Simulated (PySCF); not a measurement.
Molecule: `C1C(OC)CCC1`, C6H12O.

Geometry (Å), atoms numbered from 1 in this order:
```xyz
19

C     2.6869   -0.5552    0.0471
O     1.5980    0.1735    0.5165
C     0.5742    0.3466   -0.4326
C    -0.2044   -0.9574   -0.7254
C    -1.6818   -0.5728   -0.6614
C    -1.7116    0.4895    0.4340
C    -0.4684    1.3266    0.1330
H     3.4497   -0.5700    0.8385
H     3.1303   -0.0960   -0.8598
H     2.4273   -1.6032   -0.2004
H     1.0211    0.7492   -1.3645
H     0.0826   -1.4410   -1.6709
H     0.0268   -1.6608    0.0919
H    -2.3419   -1.4314   -0.4649
H    -2.0047   -0.1302   -1.6198
H    -2.6401    1.0797    0.4502
H    -1.6130    0.0067    1.4208
H    -0.0506    1.8409    1.0097
H    -0.7037    2.0949   -0.6200
```

Geometry PBE0-D3(BJ)/def2-SVP throughout; GIAO in PySCF 2.14.0 with density-fitted response routines, gas phase, one conformer, non-relativistic; equivalent atoms averaged; functional PBE0.

For orientation, 6-31G gives these absolute shieldings σ: C3 119.5, C1 145.9, C5/C6 171.2, O2 283.6, H11 29.06, H8/H9/H10 29.35, H12/H19 30.68, H14/H17 30.74, H15/H16 31.09 ppm.

A run gave: C3 102.8, C1 130.6, C5/C6 157.1, O2 278.4, H11 27.82, H8/H9/H10 28.35, H12/H19 29.57, H14/H17 29.82, H15/H16 30.06 ppm (absolute shieldings σ).

Which basis set was used in that run?
A. 6-31G*
B. def2-SVP
C. 6-311+G(2d,p)
D. aug-cc-pVDZ
E. def2-TZVP

## Answers

E. C3 tells them apart best: def2-TZVP gives 102.8, 6-311+G(2d,p) gives 104.5, def2-SVP gives 115.4, 6-31G* gives 116.8, aug-cc-pVDZ gives 115.3 ppm.
